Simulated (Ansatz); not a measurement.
Program: Ansatz. Geometries: PBE0-D4/def2-TZVP. ΔE: electronic, gas phase. CCSD(T)/CBS adds triple-zeta CCSD(T) − MP2 to the extrapolated MP2 energy (def2 sets, frozen cores). This one scheme is used for every species, atoms too. For atomizations the MP2-based limit and the directly extrapolated one differ by several kJ/mol either way, and by 10 to 25 for some Ge, Se and Sn compounds, so smaller differences from it don't rank the levels. DFT in def2-TZVPP. B3LYP here is the variant with VWN-RPA as its local correlation; programs differ in this. HSE06 is defined as in plane-wave codes. Open shells (•) are unrestricted, without spin–orbit coupling. Spin–orbit coupling would lower the free atoms: a little for C, Cl, O, Si. One conformer a species, not always the lowest.

Consider the atomization: `N=C1OC1([SiH3])Cl` → 2 C• + Cl• + 4 H• + N• + O• + Si•.

| level | ΔE (kJ/mol) | difference from CCSD(T)/CBS |
| --- | --- | --- |
| LDA (SPW92) | 4328.0 | 700.0 |
| BLYP-D4 | 3677.6 | 49.6 |
| B3LYP-D4 | 3637.8 | 9.8 |
| ωB97M-V | 3659.9 | 31.9 |
| revPBE | 3612.1 | -15.9 |
| BLYP | 3620.8 | -7.2 |
| PBE0 | 3648.3 | 20.3 |
| B3LYP | 3595.9 | -32.1 |
| r2SCAN0 | 3549.5 | -78.5 |
| HSE06 | 3653.8 | 25.8 |
| CAM-B3LYP | 3624.5 | -3.5 |
| LC-ωPBE | 3637.4 | 9.4 |
| HF/def2-SVP | 2379.5 | -1248.5 |
| CCSD(T)/def2-SVP | 3387.7 | -240.3 |
| SCS-MP2/def2-QZVPP | 3664.1 | 36.1 |
| HF/CBS(def2) | 2376.9 | -1251.1 |
| CCSD(T)/CBS | 3628.0 | 0 |

Largest T1 diagnostic among the species: 0.015.

At CCSD(T), def2-SVP lies −240.3 kJ/mol from the extrapolated value and def2-TZVPP −120.7 kJ/mol: correlation converges slowly with the basis, and small sets miss more of it in the bonded molecule than in its fragments. From r2SCAN to r2SCAN0 (25 % exact exchange), in def2-TZVPP and without D4, ΔE moves by −108.4 kJ/mol: exact exchange takes away binding that semilocal exchange gives to molecules. The D4 term adds +41.9 kJ/mol with B3LYP and +22.0 kJ/mol with PBE0; it sums over pairs of atoms, weighted by their polarisabilities, and B3LYP, whose exchange is more repulsive, gets the larger term.
